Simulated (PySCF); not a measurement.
C7H18Si2.
Numbering: `[CH3:1][C:2]([CH3:3])([CH3:4])[C@H:5]1[CH2:6][CH2:7][SiH2:8][SiH2:9]1` (hydrogens: H10, H11, H12 on C1; H13, H14, H15 on C3; H16, H17, H18 on C4; H19 on C5; H20, H21 on C6; H22, H23 on C7; H24, H25 on Si8; H26, H27 on Si9)

Computed with PySCF at PBE0/pcSseg-1, non-relativistic, on one gas-phase PBE0-D3(BJ)/def2-SVP geometry that isn't relaxed in the solvent. The solvent is an IEF-PCM continuum (Bondi radii, 1.10 Å for H, scaled by 1.2). Only the electrostatic response of the medium enters.

Gas phase at PBE0/pcSseg-1: HOMO -7.35 eV, LUMO 0.31 eV, dipole 1.16 D.

Problem. What does the continuum do to the energy, the frontier levels and the dipole at PBE0/pcSseg-1 in chloroform and acetone?

Solution. 
```json
{"solvent": "chloroform", "ε": "4.711", "E(solvent) − E(gas) (kcal/mol)": "-0.81", "polarisation term (kcal/mol)": "-0.87", "distortion of the solute (kcal/mol)": "0.06", "HOMO (eV)": "-7.25", "LUMO (eV)": "0.40", "dipole (D)": "1.46"}
{"solvent": "acetone", "ε": "20.49", "E(solvent) − E(gas) (kcal/mol)": "-1.09", "polarisation term (kcal/mol)": "-1.21", "distortion of the solute (kcal/mol)": "0.12", "HOMO (eV)": "-7.23", "LUMO (eV)": "0.42", "dipole (D)": "1.57"}
```

Polarisation term: ½ Σ q·V over the induced surface charges. Distortion: the rise of the solute's own energy as its density leaves the gas-phase optimum. From chloroform to acetone the lowering changes by a factor 1.36, Onsager's factor (ε − 1)/(2ε + 1) by 1.30 and ε itself by 4.3.

Problem. Which radius a makes the point-dipole formula ΔE = −[(ε − 1)/(2ε + 1)]·μ²/a³ give the value in acetone, with the gas-phase dipole?

Solution. μ = 0.456 au and |ΔE| = 0.00174 Eh give a = 2.02 Å; the farthest nucleus lies 4.43 Å from the centroid of the nuclei, so such a sphere wouldn't even hold the nuclei. The formula assumes a rigid point dipole at the centre of a sphere.

Problem. Which Hirshfeld charges (PBE0/pcSseg-1) respond most in acetone (means over atoms taken as equivalent)?

Solution. 
```tsv
atoms	environment	gas (e)	solvent (e)	change
H24	Si–H hydrogen	-0.081	-0.085	-0.004
H26	Si–H hydrogen	-0.079	-0.083	-0.004
H19	methine hydrogen	+0.030	+0.034	+0.004
H25	Si–H hydrogen	-0.079	-0.083	-0.004
H22	methylene hydrogen	+0.037	+0.040	+0.003
H27	Si–H hydrogen	-0.077	-0.080	-0.003
```
